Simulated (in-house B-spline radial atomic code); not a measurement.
Results of a calculation; reference values are marked as such.
Making a Troullier-Martins s channel for Ca, r_c = 1.39 bohr

Ca, [Ar] 4s2, non-relativistic LDA (VWN5), spherical and spin-unpolarised, from an all-electron radial atomic-structure program (B-spline basis) (atomic units). The all-electron 3s level is ε = -1.706331 hartree, its outermost node lies just inside 0.46 bohr and its outer maximum at 0.99 bohr.

Inside r_c the pseudo-orbital is u(r) = r^1 exp(p(r)), with p = c0 + c2 r² + c4 r⁴ + … + c12 r¹². The seven coefficients follow from p and its first four derivatives at r_c, from zero curvature of the screened potential at the origin, c4 = −c2²/(2l + 5), and from the norm inside r_c. At r_c the all-electron orbital has P = 0.8212438, P' = -0.7987185, the screened potential V = -1.926418, V' = 2.999165, V'' = -6.618745, and the norm inside is Q = 0.7322851.

(1) What are p, p' and p'' at r_c?

For a trial c2 the five matching conditions are linear in c0, c6, c8, c10 and c12, and c2 is varied until the norm inside r_c equals Q. The root nearest zero gives:

```json
{"n": "0", "c_n": "-0.07838497"}
{"n": "2", "c_n": "0.548599"}
{"n": "4", "c_n": "-0.06019218"}
{"n": "6", "c_n": "-0.9237305"}
{"n": "8", "c_n": "0.7163191"}
{"n": "10", "c_n": "-0.2187269"}
{"n": "12", "c_n": "0.02472655"}
```

(2) Check c4 and p(r_c), and find the screened pseudopotential at the origin.

Orbitals and screened potentials:

```tsv
r (bohr)	P	u	V all-electron	V pseudo
0.139	-0.2269	0.1299	-96.21	-0.06773
0.348	-0.3713	0.3431	-25.18	-0.3145
0.556	0.364	0.5928	-11.56	-1.379
0.764	0.87	0.8502	-6.524	-3.158
0.973	1.028	1.003	-4.082	-4.054
1.182	0.9699	0.968	-2.727	-3.03
1.39	0.8212	0.8212	-1.926	-1.926
```

Logarithmic derivatives P'/P at R = 1.69 bohr, for energies E around ε:

| E − ε (hartree) | all-electron | pseudo |
| --- | --- | --- |
| -0.5 | 0.295586 | 0.289683 |
| -0.25 | -0.30396 | -0.306603 |
| -0.1 | -0.819843 | -0.820486 |
| 0 | -1.2763 | -1.2763 |
| 0.1 | -1.87685 | -1.87813 |
| 0.25 | -3.26717 | -3.28274 |
| 0.5 | -10.5123 | -10.9259 |

(3) With P(R) = 0.5832723 and a norm of 0.8810323 inside R, what slope in energy does norm conservation fix?

Results:

(1) p = ln(P/r_c^1) = ln(0.8212438/1.39) = -0.52624. p' = P'/P − 1/r_c = -0.97257 − 0.71942 = -1.69200. The radial equation gives p'' = 2(V − ε) − 2(1) p'/r_c − p'² = -0.44017 − (-2.43453) − 2.86285 = -0.86850. Differentiating, p''' = 2V' + 2(1)p'/r_c² − 2(1)p''/r_c − 2p'p'' = 2.5575, and p'''' = 2V'' − 4(1)p'/r_c³ + 4(1)p''/r_c² − 2(1)p'''/r_c − 2p''² − 2p'p''' = -9.0493.

(2) −c2²/5 = -0.0601922, as listed. The terms c_n r_c^n are -0.07838, 1.05995, -0.22470, -6.66245, 9.98217, -5.88912, 1.28630, which sum to -0.52624. Inverting the radial equation, V_l(r) = ε + 1 p'/r + (p'' + p'²)/2, so V_l(0) = ε + (2l + 3) c2 = -1.706331 + 3 × (0.548599) = -0.0605 hartree, finite where the all-electron potential diverges.

(3) d(P'/P)/dE = −2 × (norm inside R)/P(R)² = -5.1794 per hartree·bohr at E = ε, for both atoms, since orbital and norm agree at R. Differences over ±0.1 hartree give -5.2850 (all-electron) and -5.2882 (pseudo), which also hold third-order terms. Half a hartree below ε the two curves differ by -0.0059.
